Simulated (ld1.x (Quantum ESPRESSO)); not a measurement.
Scattering properties, TM potential for molybdenum

* Element: molybdenum
* Generator: ld1.x (Quantum ESPRESSO) 7.5
* Type: norm-conserving Troullier–Martins (Kleinman–Bylander form)
* Functional: LDA (PZ)
* Relativity: scalar-relativistic
* Frozen core: [Ar] 3d10
* Valence charge: 14
* Reference configuration: 4s2 4p6 4d5 5s1 5p0
* Partial waves: 4s (bound): rc 1.20 bohr; 4d (bound): rc 2.45 bohr; 4p (bound): rc 1.10 bohr
* Local potential: the p channel
* Core correction: a·sin(br)/r model core, default radius (core density twice the valence density)

Occupied shells without a wave of their own: 5s. They enter only through the test configuration that unscreens the potential, and ld1.x also counts them in the model core charge.

The phase is arctan(r·u′/u) with u = r·R(r), unwrapped; energies in Ry, scanned from -7 to 5 Ry. A pole is an energy at which the radial function vanishes at the test radius. The pseudo phase is shifted by a multiple of π to meet the all-electron one at the reference energy, and phase errors are pseudo minus all-electron; the curves can meet again beyond the range given. Levels narrower than the energy grid can be missing from the lists of poles.

Question: For each channel, where are the poles, and over which energies does the pseudopotential scatter like the atom?

Answer:

```
channel  radius (bohr)  reference energy (Ry)  poles, all-electron  poles, pseudo  unbroken range about the reference energy with phases within 0.05 rad  phase error 1 Ry above the reference energy (rad)
      s           2.63                  -4.74          -4.70, 2.65    -4.70, 2.61                                                        the whole range                                             -0.000
      p           2.63                  -2.84          -2.74, 3.88    -2.74, 3.79                                                        the whole range                                             -0.000
      d           2.63                  -0.29                 0.23           0.24                                                              below 2.2                                             +0.002
```

ld1.x takes every shell without a wave as core, so the model core holds the 5s electrons as well and exchange and correlation see them twice. This cancels in the reference configuration, but the file is broken for other ones, and its errors say nothing about a proper core correction.

Phases in the d channel:

| E (Ry) | all-electron | pseudo |
| --- | --- | --- |
| -7.00 | 1.426 | 1.426 |
| -6.74 | 1.423 | 1.423 |
| -6.48 | 1.421 | 1.421 |
| -6.22 | 1.417 | 1.417 |
| -5.96 | 1.414 | 1.414 |
| -5.70 | 1.410 | 1.410 |
| -5.44 | 1.406 | 1.406 |
| -5.18 | 1.402 | 1.402 |
| -4.92 | 1.397 | 1.397 |
| -4.66 | 1.392 | 1.392 |
| -4.40 | 1.387 | 1.387 |
| -4.14 | 1.381 | 1.381 |
| -3.88 | 1.374 | 1.374 |
| -3.62 | 1.367 | 1.367 |
| -3.36 | 1.358 | 1.358 |
| -3.10 | 1.348 | 1.348 |
| -2.84 | 1.337 | 1.337 |
| -2.58 | 1.323 | 1.324 |
| -2.32 | 1.307 | 1.307 |
| -2.06 | 1.287 | 1.287 |
| -1.80 | 1.260 | 1.260 |
| -1.54 | 1.223 | 1.224 |
| -1.28 | 1.168 | 1.168 |
| -1.02 | 1.071 | 1.072 |
| -0.76 | 0.854 | 0.855 |
| -0.50 | 0.122 | 0.122 |
| -0.24 | -1.063 | -1.063 |
| 0.02 | -1.444 | -1.443 |
| 0.28 | -1.590 | -1.589 |
| 0.54 | -1.675 | -1.673 |
| 0.80 | -1.738 | -1.735 |
| 1.06 | -1.796 | -1.792 |
| 1.32 | -1.857 | -1.851 |
| 1.58 | -1.930 | -1.920 |
| 1.84 | -2.030 | -2.012 |
| 2.10 | -2.181 | -2.146 |
| 2.36 | -2.437 | -2.366 |
| 2.62 | -2.890 | -2.748 |
| 2.88 | -3.494 | -3.314 |
| 3.14 | -3.948 | -3.818 |
| 3.40 | -4.204 | -4.121 |
| 3.66 | -4.351 | -4.295 |
| 3.92 | -4.445 | -4.402 |
| 4.18 | -4.509 | -4.475 |
| 4.44 | -4.556 | -4.528 |
| 4.70 | -4.593 | -4.568 |
| 4.96 | -4.622 | -4.599 |
